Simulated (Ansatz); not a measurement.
## Nudged elastic band run: Cl3H8N2SiTa

Input:

```yaml
crystal:
  periodic: [false, false, false]
  atoms:
    - { symbol: Ta, position_ang: [-0.035525, 0.818457, 0.244423] }
    - { symbol: "N", position_ang: [1.861669, 0.55955, -0.112798] }
    - { symbol: H, position_ang: [2.561994, 0.187815, 0.537518] }
    - { symbol: H, position_ang: [2.279745, 0.770187, -1.028626] }
    - { symbol: "N", position_ang: [-0.30164, 0.24287, 2.134042] }
    - { symbol: H, position_ang: [-0.671607, -0.675264, 2.405574] }
    - { symbol: H, position_ang: [-0.350102, 0.899659, 2.921442] }
    - { symbol: Cl, position_ang: [-1.076103, 1.642443, -1.706455] }
    - { symbol: Cl, position_ang: [-0.044866, 2.99685, 1.175099] }
    - { symbol: Cl, position_ang: [-0.884852, -1.346618, -0.24859] }
    - { symbol: Si, position_ang: [1.804352, -3.589157, -1.591141] }
    - { symbol: H, position_ang: [1.12239, -4.260177, -0.434208] }
    - { symbol: H, position_ang: [0.826712, -3.347288, -2.703877] }
    - { symbol: H, position_ang: [2.914188, -4.474235, -2.089322] }
    - { symbol: H, position_ang: [2.397446, -2.281689, -1.14258] }
basis:
  gaussian: { orbitals: def2-SVP }
hamiltonian:
  xc: pbe
neb:
  order_check: false
  images: 5
  f_tol: 0.05
  max_iterations: 60
  final_atoms:
    - { symbol: Ta, position_ang: [-0.07580911, -0.02743377, -0.22117935] }
    - { symbol: "N", position_ang: [2.2956204, 0.20371271, -0.37127386] }
    - { symbol: H, position_ang: [2.74657121, -0.10450497, 0.50242828] }
    - { symbol: H, position_ang: [2.55813168, 1.19130265, -0.51139399] }
    - { symbol: "N", position_ang: [0.08546142, -0.86499588, 1.57360286] }
    - { symbol: H, position_ang: [0.31593329, -1.8192656, 1.86829941] }
    - { symbol: H, position_ang: [-0.22674684, -0.31005621, 2.38551259] }
    - { symbol: Cl, position_ang: [0.19854897, 0.04463693, -2.5898387] }
    - { symbol: Cl, position_ang: [0.31437612, 2.1514168, 0.66469632] }
    - { symbol: Cl, position_ang: [-2.3858534, -0.19551602, -0.41123293] }
    - { symbol: Si, position_ang: [0.82178639, -2.53186955, -0.76053539] }
    - { symbol: H, position_ang: [1.10672704, -3.35355343, 0.48700897] }
    - { symbol: H, position_ang: [-0.17382467, -3.32748082, -1.5707594] }
    - { symbol: H, position_ang: [2.12050083, -2.56257164, -1.54530433] }
    - { symbol: H, position_ang: [2.70237767, -0.3504182, -1.13952947] }
  initial_path:
    images:
      - { positions_ang: [[-0.035525, 0.818457, 0.244423], [1.861669, 0.55955, -0.112798], [2.561994, 0.187815, 0.537518], [2.279745, 0.770187, -1.028626], [-0.30164, 0.24287, 2.134042], [-0.671607, -0.675264, 2.405574], [-0.350102, 0.899659, 2.921442], [-1.076103, 1.642443, -1.706455], [-0.044866, 2.99685, 1.175099], [-0.884852, -1.346618, -0.24859], [1.804352, -3.589157, -1.591141], [1.12239, -4.260177, -0.434208], [0.826712, -3.347288, -2.703877], [2.914188, -4.474235, -2.089322], [2.397446, -2.281689, -1.14258]] }
      - { positions_ang: [[-0.01822627, 0.55095984, 0.1648987], [2.08305953, 0.36191528, -0.0783143], [2.72475107, -0.06024822, 0.60797279], [2.54022728, 0.66973736, -0.94374867], [-0.19129295, 0.16637954, 2.14463109], [-0.52451653, -0.73908732, 2.50249607], [-0.13489059, 0.89719651, 2.84604744], [-0.7169116, 1.10126228, -1.9590044], [-0.42201844, 2.72417264, 0.78860446], [-1.01003872, -1.59719637, -0.16204678], [1.49073045, -3.18004066, -1.50703105], [0.9216608, -4.01603515, -0.46610887], [0.61600456, -3.0496565, -2.68032153], [2.71239663, -3.75578774, -1.90644224], [2.33286577, -1.93016848, -0.99113171]] }
      - { positions_ang: [[-0.00092754, 0.28346269, 0.0853744], [2.30445005, 0.16428055, -0.04383059], [2.88750815, -0.30831144, 0.67842757], [2.80070957, 0.56928772, -0.85887133], [-0.0809459, 0.08988909, 2.15522019], [-0.37742606, -0.80291064, 2.59941814], [0.08032082, 0.89473402, 2.77065288], [-0.35772021, 0.56008155, -2.2115538], [-0.79917088, 2.45149528, 0.40210992], [-1.13522543, -1.84777475, -0.07550357], [1.17710891, -2.77092432, -1.4229211], [0.72093159, -3.7718933, -0.49800974], [0.40529712, -2.752025, -2.65676606], [2.51060527, -3.03734049, -1.72356249], [2.26828554, -1.57864795, -0.83968342]] }
      - { positions_ang: [[0.01637119, 0.01596553, 0.00585011], [2.52584058, -0.03335417, -0.00934689], [3.05026522, -0.55637467, 0.74888236], [3.06119185, 0.46883808, -0.773994], [0.02940115, 0.01339863, 2.16580928], [-0.23033559, -0.86673396, 2.69634021], [0.29553223, 0.89227153, 2.69525832], [0.00147119, 0.01890083, -2.46410321], [-1.17632332, 2.17881792, 0.01561538], [-1.26041215, -2.09835312, 0.01103965], [0.86348736, -2.36180798, -1.33881114], [0.52020239, -3.52775145, -0.52991061], [0.19458967, -2.45439351, -2.63321058], [2.3088139, -2.31889323, -1.54068273], [2.20370531, -1.22712743, -0.68823513]] }
      - { positions_ang: [[-0.01435558, 0.0014991, -0.06982638], [2.44910052, 0.04566812, -0.12998921], [2.94903389, -0.40575143, 0.666731], [2.89350513, 0.7096596, -0.68646066], [0.04808791, -0.27939954, 1.96840714], [-0.04824596, -1.18424451, 2.42032661], [0.12143921, 0.49149562, 2.59200974], [0.06716378, 0.02747953, -2.50601504], [-0.6794235, 2.16968421, 0.2319757], [-1.63555923, -1.46407409, -0.12971788], [0.84958704, -2.41849517, -1.14605256], [0.71571061, -3.46968545, -0.19093742], [0.07178489, -2.74542261, -2.27906019], [2.24604288, -2.40011937, -1.54222326], [2.36992943, -0.93489102, -0.83866658]] }
      - { positions_ang: [[-0.04508235, -0.01296734, -0.14550286], [2.37236046, 0.12469042, -0.25063154], [2.84780255, -0.2551282, 0.58457964], [2.7258184, 0.95048113, -0.59892733], [0.06677467, -0.57219771, 1.771005], [0.13384366, -1.50175505, 2.14431301], [-0.05265382, 0.09071971, 2.48876116], [0.13285638, 0.03605823, -2.54792687], [-0.18252369, 2.1605505, 0.44833601], [-2.01070632, -0.82979506, -0.27047541], [0.83568671, -2.47518236, -0.95329398], [0.91121882, -3.41161944, 0.14803578], [-0.05101989, -3.03645171, -1.92490979], [2.18327185, -2.48134551, -1.5437638], [2.53615355, -0.64265461, -0.98909802]] }
      - { positions_ang: [[-0.07580911, -0.02743377, -0.22117935], [2.2956204, 0.20371271, -0.37127386], [2.74657121, -0.10450497, 0.50242828], [2.55813168, 1.19130265, -0.51139399], [0.08546142, -0.86499588, 1.57360286], [0.31593329, -1.8192656, 1.86829941], [-0.22674684, -0.31005621, 2.38551259], [0.19854897, 0.04463693, -2.5898387], [0.31437612, 2.1514168, 0.66469632], [-2.3858534, -0.19551602, -0.41123293], [0.82178639, -2.53186955, -0.76053539], [1.10672704, -3.35355343, 0.48700897], [-0.17382467, -3.32748082, -1.5707594], [2.12050083, -2.56257164, -1.54530433], [2.70237767, -0.3504182, -1.13952947]] }
```

Command:

```bash
$ ansatz run input.yaml --threads 4 --pin off --max-ram 5120MiB --backend cpu --events-out ev --progress --plain --runs-dir out
```

Output, in part (warnings, iteration lines, the closing report on the highest movable image, with atoms numbered from 0):

```
NEB end point (image 0): max|allowed force component| = 2.961e-2 eV/Å (the criterion of neb.relax_end_points is 1.000e-2)
NEB end point (image 6): max|allowed force component| = 1.880e-2 eV/Å (the criterion of neb.relax_end_points is 1.000e-2)
NEB iter   1: max|band force component| = 5.230e0 eV/Å  barrier→ = 4.7345 eV  barrier← = 4.6632 eV  Δτ_max = 0.2000 Å  (352 SCF iters)
NEB iter   2: max|band force component| = 2.707e0 eV/Å  barrier→ = 3.0217 eV  barrier← = 2.9504 eV  Δτ_max = 0.2000 Å  (195 SCF iters)
NEB iter   3: max|band force component| = 2.568e0 eV/Å  barrier→ = 2.3870 eV  barrier← = 2.3157 eV  Δτ_max = 0.1985 Å  (192 SCF iters)
NEB iter   4: max|band force component| = 1.053e0 eV/Å  barrier→ = 1.8215 eV  barrier← = 1.7501 eV  Δτ_max = 0.1979 Å  (189 SCF iters)
NEB iter   5: max|band force component| = 6.502e-1 eV/Å  barrier→ = 1.6058 eV  barrier← = 1.5345 eV  Δτ_max = 0.2000 Å  (191 SCF iters)
NEB iter   6: max|band force component| = 5.383e-1 eV/Å  barrier→ = 1.4240 eV  barrier← = 1.3527 eV  CI = image 3  Δτ_max = 0.1995 Å  (178 SCF iters)
NEB iter   7: max|band force component| = 7.801e-1 eV/Å  barrier→ = 1.2999 eV  barrier← = 1.2285 eV  CI = image 3  Δτ_max = 0.1989 Å  (175 SCF iters)
NEB iter   8: max|band force component| = 9.915e-1 eV/Å  barrier→ = 1.2343 eV  barrier← = 1.1630 eV  CI = image 3  Δτ_max = 0.1969 Å  (178 SCF iters)
NEB iter   9: max|band force component| = 1.042e0 eV/Å  barrier→ = 1.1850 eV  barrier← = 1.1137 eV  CI = image 3  Δτ_max = 0.1970 Å  (180 SCF iters)
NEB iter  10: max|band force component| = 1.066e0 eV/Å  barrier→ = 1.2562 eV  barrier← = 1.1848 eV  CI = image 3  Δτ_max = 0.2000 Å  (175 SCF iters)
NEB iter  11: max|band force component| = 8.593e-1 eV/Å  barrier→ = 1.4624 eV  barrier← = 1.3911 eV  CI = image 3  Δτ_max = 0.1217 Å  (179 SCF iters)
NEB iter  12: max|band force component| = 7.602e-1 eV/Å  barrier→ = 1.4267 eV  barrier← = 1.3553 eV  CI = image 3  Δτ_max = 0.2000 Å  (174 SCF iters)
NEB iter  13: max|band force component| = 3.305e-1 eV/Å  barrier→ = 1.3768 eV  barrier← = 1.3054 eV  CI = image 3  Δτ_max = 0.2000 Å  (169 SCF iters)
NEB iter  14: max|band force component| = 2.286e-1 eV/Å  barrier→ = 1.3287 eV  barrier← = 1.2574 eV  CI = image 3  Δτ_max = 0.2000 Å  (180 SCF iters)
NEB iter  15: max|band force component| = 9.876e-1 eV/Å  barrier→ = 1.3076 eV  barrier← = 1.2362 eV  CI = image 3  Δτ_max = 0.1008 Å  (169 SCF iters)
NEB iter  16: max|band force component| = 3.613e-1 eV/Å  barrier→ = 1.2921 eV  barrier← = 1.2207 eV  CI = image 3  Δτ_max = 0.1912 Å  (177 SCF iters)
NEB iter  17: max|band force component| = 4.428e-1 eV/Å  barrier→ = 1.2753 eV  barrier← = 1.2040 eV  CI = image 3  Δτ_max = 0.0963 Å  (178 SCF iters)
NEB iter  18: max|band force component| = 2.633e-1 eV/Å  barrier→ = 1.2647 eV  barrier← = 1.1934 eV  CI = image 3  Δτ_max = 0.0962 Å  (167 SCF iters)
NEB iter  19: max|band force component| = 3.165e-1 eV/Å  barrier→ = 1.2582 eV  barrier← = 1.1869 eV  CI = image 3  Δτ_max = 0.0483 Å  (169 SCF iters)
NEB iter  20: max|band force component| = 2.390e-1 eV/Å  barrier→ = 1.2552 eV  barrier← = 1.1839 eV  CI = image 3  Δτ_max = 0.0482 Å  (159 SCF iters)
NEB iter  21: max|band force component| = 1.359e-1 eV/Å  barrier→ = 1.2535 eV  barrier← = 1.1822 eV  CI = image 3  Δτ_max = 0.0482 Å  (163 SCF iters)
NEB iter  22: max|band force component| = 1.494e-1 eV/Å  barrier→ = 1.2524 eV  barrier← = 1.1811 eV  CI = image 3  Δτ_max = 0.0241 Å  (164 SCF iters)
NEB iter  23: max|band force component| = 1.000e-1 eV/Å  barrier→ = 1.2519 eV  barrier← = 1.1805 eV  CI = image 3  Δτ_max = 0.0241 Å  (162 SCF iters)
NEB iter  24: max|band force component| = 4.605e-2 eV/Å  barrier→ = 1.2515 eV  barrier← = 1.1802 eV  CI = image 3  Δτ_max = 0.0000 Å  (337 SCF iters)
Total energy: -50074.15888829 eV, -1840.1913976607 hartree
Atom 0 at     0.016855     0.032796    -0.147671 Å, force    -0.005201     0.004086    -0.002335 eV/Å
Atom 1 at     2.125271     0.302809    -0.028192 Å, force     0.004408     0.015410    -0.004659 eV/Å
Atom 2 at     2.732428     0.081349     0.768666 Å, force     0.001579    -0.007050    -0.000237 eV/Å
Atom 3 at     2.655998     0.743929    -0.788185 Å, force     0.000731    -0.005598     0.002459 eV/Å
Atom 4 at     0.408824    -0.433423     1.746452 Å, force     0.000221     0.005369    -0.008806 eV/Å
Atom 5 at    -0.327850    -0.907454     2.285568 Å, force     0.003381    -0.001289     0.006577 eV/Å
Atom 6 at     1.216312    -0.255212     2.350957 Å, force    -0.002733    -0.001666     0.002215 eV/Å
Atom 7 at     0.512837     0.714698    -2.380110 Å, force    -0.000536     0.002813    -0.000896 eV/Å
Atom 8 at    -1.321227     1.931762     0.193397 Å, force    -0.005053     0.000054     0.001695 eV/Å
Atom 9 at    -1.847656    -1.406422    -0.185307 Å, force    -0.000639    -0.003535     0.001326 eV/Å
Atom 10 at     1.058602    -2.548880    -1.094036 Å, force    -0.002338    -0.011277     0.007314 eV/Å
Atom 11 at     0.741579    -3.548409    -0.013295 Å, force    -0.001072     0.001229    -0.008336 eV/Å
Atom 12 at     0.171354    -2.773257    -2.284660 Å, force     0.002631     0.001273    -0.002465 eV/Å
Atom 13 at     2.475773    -2.845066    -1.552389 Å, force    -0.005056     0.001625     0.004353 eV/Å
Atom 14 at     1.784701    -0.945815    -0.510693 Å, force     0.009676    -0.001444     0.001796 eV/Å
Dipole moment:     0.855782    -0.033671     0.751450 e Å
```

It converged. A vibrational analysis at the climbing image gives one clearly imaginary mode, 1095i cm⁻¹: a first-order saddle point. The orbitals stay closed-shell, which can raise the energy where a bond breaks towards radicals; this wasn't checked here.

Final band (atoms are numbered from 1 in the order of the input):

```csv
image,path coordinate (Å),energy (eV),Si11–H15 (Å),Ta1–Si11 (Å),N2–H15 (Å)
0,0.00,0.00,1.50,5.12,3.07
1,2.00,0.06,1.50,4.68,2.93
2,3.99,0.19,1.51,4.02,2.68
3,5.99,1.25,1.85,2.94,1.38
4,7.62,0.33,2.61,2.72,1.03
5,9.26,0.17,2.82,2.71,1.03
6,10.89,0.07,2.90,2.71,1.03
```

Time of the run: 8 min on 4 threads of Arm Neoverse V1, with other jobs on the host, peak memory 0.31 GiB.
